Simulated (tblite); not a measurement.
Species: C4H13BOSi2.
SMILES with atom numbers: `[CH2:1]=[C:2]([CH3:3])[BH:4][SiH2:5][CH2:6][O:7][SiH3:8]` (hydrogens: H9, H10 on C1; H11, H12, H13 on C3; H14 on B4; H15, H16 on Si5; H17, H18 on C6; H19, H20, H21 on Si8)

Computed with GFN2-xTB (tblite), gas phase: L-BFGS steps from a force-field or distance-geometry start until the largest atomic force falls under 0.01 eV/Å.

Step 163: E = -651.4497 eV
```
atom  x, y, z in Å  |  force x, y, z in eV/Å
C1     -2.3368    1.1176   -0.2007   -0.015  -0.012  -0.015
C2     -2.0850   -0.1936   -0.0950   -0.021  -0.012   0.014
C3     -2.9278   -1.1670   -0.8808    0.016   0.005   0.016
B4     -0.9641   -0.7396    0.8328    0.001  -0.011  -0.002
Si5     0.3531    0.4336    1.6914   -0.014   0.039  -0.001
C6      1.4899    1.1097    0.2910    0.043  -0.020  -0.019
O7      1.9924   -0.0045   -0.4180   -0.007  -0.005  -0.035
Si8     3.5069   -0.5371   -0.5734    0.013   0.003   0.017
H9     -1.7602    1.8518    0.3391   -0.033  -0.010  -0.005
H10    -3.1337    1.5030   -0.8217    0.019   0.011  -0.008
H11    -3.4295   -1.8601   -0.2042    0.026   0.044  -0.031
H12    -3.6792   -0.6553   -1.4818    0.034  -0.039   0.019
H13    -2.2911   -1.7583   -1.5396   -0.037   0.031   0.022
H14    -0.9121   -1.9058    0.9731    0.008   0.013   0.000
H15    -0.1017    1.6599    2.3871   -0.006  -0.026  -0.004
H16     1.2844   -0.1805    2.6571    0.005  -0.006   0.013
H17     2.3096    1.7186    0.6762    0.006   0.020   0.013
H18     0.9355    1.7275   -0.4227   -0.011  -0.014   0.016
H19     3.2370   -1.7784   -1.2832    0.010   0.004   0.024
H20     4.1574   -0.7090    0.7320   -0.023  -0.035  -0.029
H21     4.3461    0.3843   -1.3498   -0.012   0.022  -0.003
```

Step 164: E = -651.4503 eV
```
atom  x, y, z in Å  |  force x, y, z in eV/Å
C1     -2.3365    1.1177   -0.2012   -0.023   0.001   0.004
C2     -2.0837   -0.1931   -0.0948   -0.023  -0.008   0.022
C3     -2.9235   -1.1675   -0.8823    0.018   0.026   0.053
B4     -0.9644   -0.7372    0.8363    0.006  -0.029  -0.019
Si5     0.3544    0.4358    1.6926   -0.023   0.033   0.007
C6      1.4894    1.1112    0.2904    0.041  -0.019  -0.026
O7      1.9927   -0.0020   -0.4200   -0.013  -0.010  -0.027
Si8     3.5060   -0.5395   -0.5734   -0.001   0.039   0.013
H9     -1.7647    1.8510    0.3443   -0.019  -0.002  -0.006
H10    -3.1319    1.5056   -0.8223    0.016  -0.003  -0.018
H11    -3.4300   -1.8568   -0.2074    0.020   0.011   0.003
H12    -3.6724   -0.6586   -1.4858    0.006  -0.001  -0.021
H13    -2.2850   -1.7599   -1.5352   -0.004  -0.004  -0.018
H14    -0.9106   -1.9038    0.9760    0.002   0.023   0.003
H15    -0.1077    1.6584    2.3909    0.010  -0.028  -0.010
H16     1.2861   -0.1805    2.6561    0.007  -0.002   0.018
H17     2.3097    1.7224    0.6698    0.002   0.026   0.026
H18     0.9289    1.7266   -0.4207   -0.001  -0.014   0.006
H19     3.2330   -1.7769   -1.2855    0.004  -0.027   0.007
H20     4.1562   -0.7182    0.7304   -0.019  -0.030  -0.018
H21     4.3450    0.3822   -1.3494   -0.006   0.021   0.002
```

**Question.** Estimate the geometry and energy of step 165. (The exact step hangs on the optimiser's Hessian estimate; all steps are aligned on step 164, rigid shifts and turns removed.)

**Answer.** E = -651.4508 eV, largest force 0.051 eV/Å
```
atom  x, y, z in Å  |  force x, y, z in eV/Å
C1     -2.3354    1.1167   -0.1959   -0.024  -0.016  -0.001
C2     -2.0784   -0.1941   -0.0931   -0.019   0.017   0.031
C3     -2.9103   -1.1685   -0.8888   -0.015   0.024   0.025
B4     -0.9636   -0.7359    0.8465   -0.004  -0.031  -0.033
Si5     0.3556    0.4405    1.6979   -0.007   0.018   0.004
C6      1.4861    1.1122    0.2890    0.019  -0.009  -0.015
O7      1.9858   -0.0002   -0.4246   -0.025  -0.003  -0.017
Si8     3.4968   -0.5433   -0.5779    0.009   0.035   0.003
H9     -1.7710    1.8510    0.3554   -0.008  -0.006   0.003
H10    -3.1281    1.5054   -0.8197    0.010  -0.013  -0.024
H11    -3.4301   -1.8524   -0.2175    0.037   0.016  -0.011
H12    -3.6509   -0.6599   -1.5058    0.047  -0.016   0.011
H13    -2.2652   -1.7661   -1.5316   -0.019   0.006   0.003
H14    -0.9116   -1.9020    0.9937   -0.003   0.032  -0.001
H15    -0.1071    1.6634    2.3945    0.012  -0.022  -0.011
H16     1.2905   -0.1716    2.6621   -0.001   0.001   0.009
H17     2.3076    1.7253    0.6629    0.000   0.021   0.023
H18     0.9189    1.7264   -0.4183    0.009  -0.017   0.005
H19     3.2171   -1.7750   -1.2974    0.008  -0.025   0.006
H20     4.1448   -0.7360    0.7251   -0.020  -0.025  -0.020
H21     4.3396    0.3810   -1.3477   -0.009   0.012   0.010
```

The energy changes by -0.0005 eV. The first-order estimate −F·Δx gives -0.0007 eV and the mean of the old and new forces, exact on a quadratic surface, -0.0005 eV. The step makes an angle of 85° with the force vector and moves no atom by more than 0.029 Å.

What follows is the cost of the whole relaxation. The run took 4.5 s of wall time on one thread, Arm Neoverse N1 (aarch64), shared host with 64 logical CPUs at a one-minute load of 56.
